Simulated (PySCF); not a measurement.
A run for PySCF: R-B3LYP/6-31G* on C2H3B (SMILES BC#C), a point of a bond scan (R = 1.064 Å).

```python
from pyscf import gto, scf, dft, mp
from pyscf.data.elements import chemcore

mol = gto.M(
    atom='''
    B    -1.19336207   -0.05181280   -0.71503351
    C     0.09242682    0.00401294    0.05537990
    C     1.12928729    0.04903083    0.67664147
    H     2.04113857    0.08862114    1.22300057
    H    -1.95463786    0.86080340   -0.66658092
    H    -1.44997504   -1.00862318   -1.37338029
    ''',
    basis='6-31g*',
    cart=True,
    charge=0, spin=0, verbose=3, max_memory=1800)
mf = dft.RKS(mol, xc='b3lyp')
mf.conv_tol = 1e-8
mf.max_cycle = 100
mf.kernel()
if not mf.converged:
    mf = mf.newton().run(mf.mo_coeff, mf.mo_occ)
```

Program output:

```
converged SCF energy = -102.783446926363
```

The calculation finished and met its thresholds.

Cost: very roughly 4 core-seconds.
